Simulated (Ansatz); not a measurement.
Total energies of Sn(NH2)Me3 (C3H11NSn) from Ansatz at PBE0-D4/def2-TZVPD, gas phase (1 Eh = 27.2114 eV = 2625.5 kJ/mol). The reference geometry is relaxed at PBE0-D4/def2-SVP.

| state | geometry | energy (Eh) |
| --- | --- | --- |
| charge 0 singlet | reference | -389.87017 |
| charge -1 doublet | reference | -389.84854 |
| free Sn atom (triplet) | – | -214.25878 |
| free N atom (quartet) | – | -54.54388 |
| free H atom (doublet) | – | -0.50104 |
| free C atom (triplet) | – | -37.80543 |

In the def2 sets Sn takes a core potential; there is no spin–orbit coupling.

**Question.** Work out the vertical electron affinity, to the doublet.

**Answer.** E(charge 0 singlet) − E(charge -1 doublet) = -389.87017 − (-389.84854) = -0.02163 Eh = -0.59 eV; negative, so the extra electron isn't bound.

**Question.** What is the binding energy per atom against free atoms?

**Answer.** Atoms: 1 × (-214.25878) + 1 × (-54.54388) + 11 × (-0.50104) + 3 × (-37.80543) = -387.73039 Eh. Binding: -387.73039 − (-389.87017) = 2.13978 Eh = 58.23 eV, or 3.64 eV for each of 16 atoms (no zero-point energy, no counterpoise term).

At PBE0-D4/def2-TZVPD the highest occupied level of the charge -1 doublet lies above zero (up to 1.57 eV). By energy differences it is unbound by 0.59 eV (vertical, against the charge 0 singlet, at PBE0-D4/def2-TZVPD) and held by the finite basis.
